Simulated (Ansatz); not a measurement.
**Abstraction of Cl: NbCl5 + SbH2 → NbCl4 + SbH2Cl**

Species: NbCl5 (niobium pentachloride) `[Cl][Nb]([Cl])([Cl])([Cl])[Cl]`, singlet; SbH2 `[SbH2]`, doublet; NbCl4 `[Cl][Nb]([Cl])([Cl])[Cl]`, doublet; SbH2Cl `[Cl][SbH2]`, singlet. A radical takes Cl: the energy is the difference in strength between the Nb–Cl bond broken and the Sb–Cl bond made.

Shapes, held fixed at every level: PBE0-D4/def2-TZVP. Programs: Ansatz 0.2.0. The zero-point and thermal change to 298 K, harmonic and unscaled (PBE0-D4/def2-TZVP), is +3.0 kJ/mol.

| level | kind | ΔH(298 K) (kJ/mol) | less CCSD(T)/def2-TZVPP |
| --- | --- | --- | --- |
| HF/def2-TZVPP | Hartree–Fock | -127.4 | -100.3 |
| SPW92/def2-TZVPP | LDA | +13.5 | +40.6 |
| B3LYP-D4/def2-TZVPP | global hybrid | -34.8 | -7.7 |
| BHLYP-D4/def2-TZVPP | global hybrid | -71.5 | -44.4 |
| wB97X-V/def2-TZVPP | range-separated hybrid | -57.1 | -30.0 |
| CCSD(T)/def2-SVP | coupled cluster or CI | -0.9 | +26.2 |
| CCSD/def2-SVP | coupled cluster or CI | -27.7 | -0.6 |
| CCSD(T)/def2-TZVPP | coupled cluster or CI | -27.1 | 0.0 |

The highest level, CCSD(T)/def2-TZVPP, gives ΔH(298 K) = -27.1 kJ/mol; the levels span -127.4 to +13.5. They disagree on the sign: 1 of 8 are positive. The column of differences is taken from that level and isn't an error. No measured value is set beside it here. Open shells run unrestricted unless RO is named. For atoms past krypton def2 sets carry core potentials with scalar relativity. Correlated rows may include outer-core shells of Nb, Sb, which these sets cover unevenly.
